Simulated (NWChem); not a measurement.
System: CH6FNSi; SMILES NC[SiH2]F

NWChem input:

```
start job
memory heap 200 mb stack 900 mb global 1100 mb
geometry units angstroms noautoz
  N      0.077837     2.158061     0.000000
  C     -0.718769     0.908717     0.000000
  Si     0.410725    -0.605787     0.000000
  F     -0.396562    -2.012228     0.000000
  H      0.684010     2.198867     0.818003
  H      0.684010     2.198867    -0.818003
  H     -1.379759     0.923331    -0.874673
  H     -1.379759     0.923331     0.874673
  H      1.274754    -0.557058     1.212322
  H      1.274754    -0.557058    -1.212322
end
basis spherical
  * library def2-tzvp
end
dft
  xc xpbe96 cpbe96
  iterations 150
  mulliken
end
task dft energy
```

Structure relaxed at the B3LYP/6-31G* (spherical d) level.

### Question
Give the results of this calculation. (PBE/def2-TZVP.) Quantities: energy (Ha); highest occupied level (eV); orbital gap (eV); dipole (D).

### Answer
```
Item                          Result
---------------------------  -------
energy (Ha)                  -485.57
highest occupied level (eV)    -5.57
orbital gap (eV)                4.73
dipole (D)                      1.31
```
